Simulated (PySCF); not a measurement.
Job for PySCF: R-MP2/6-31G* on C4H4N2 (SMILES N#CCCC#N), a point of a torsion scan.

```python
from pyscf import gto, scf, dft, mp
from pyscf.data.elements import chemcore

mol = gto.M(
    atom='''
    N    -2.27961670    0.00371107    1.27402121
    C    -1.50825446    0.25194959    0.46903242
    C    -0.50312486    0.55384740   -0.52002914
    C     0.69247148   -0.41928938   -0.39953968
    C     0.60076062   -1.46498433   -1.38834985
    N     0.51377269   -2.27111188   -2.19282118
    H    -0.95274425    0.49580578   -1.51526113
    H    -0.17024219    1.58226553   -0.35298832
    H     1.63189935    0.11539472   -0.56672898
    H     0.72701290   -0.87118283    0.59576045
    ''',
    basis='6-31g*',
    cart=True,
    charge=0, spin=0, verbose=3, max_memory=1800)
mf = scf.RHF(mol)
mf.conv_tol = 1e-8
mf.max_cycle = 100
mf.kernel()
if not mf.converged:
    mf = mf.newton().run(mf.mo_coeff, mf.mo_occ)
pt = mp.MP2(mf, frozen=chemcore(mol)).run()
```

Question: Give the final energy of this run.

Answer: -263.4957 hartree.
